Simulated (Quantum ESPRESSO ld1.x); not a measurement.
Question: These are the eigenvalues of the occupied orbitals of an atom or ion with whole-number occupations (eV). Method: Dirac Kohn-Sham, B86b exchange with PBE correlation, spin-unpolarised, spherical densities, point nucleus; computed with ld1.x of Quantum ESPRESSO 7.5.

orbital  eigenvalue
1s1/2      -59279.0
2s1/2      -10041.4
2p1/2      -9572.32
2p3/2      -8592.01
3s1/2      -2301.11
3p1/2      -2094.95
3p3/2      -1887.98
3d3/2      -1536.69
3d5/2      -1491.48
4s1/2      -498.343
4p1/2      -415.386
4p3/2      -368.391
4d3/2      -231.897
4d5/2      -223.292
5s1/2      -101.247
5p1/2      -77.3610
5p3/2      -70.5324
4f5/2      -57.2957
4f7/2      -55.9478

Which element is it, and in what charge state? The configuration may be excited. Open shells, if any, fill j = l - 1/2 first.

Answer: Z = 69, thulium, charge +4: Tm4+ in [Xe] 4f11. The list shows which subshells hold electrons but not how many an open one holds; the 1s level, -2178.5 hartree, gives Z - s = 66.0 by -(Z - s)^2/2, which with screening and relativity narrows Z to a few neighbours, and the depths of the outer levels then fix element, charge and occupations together.
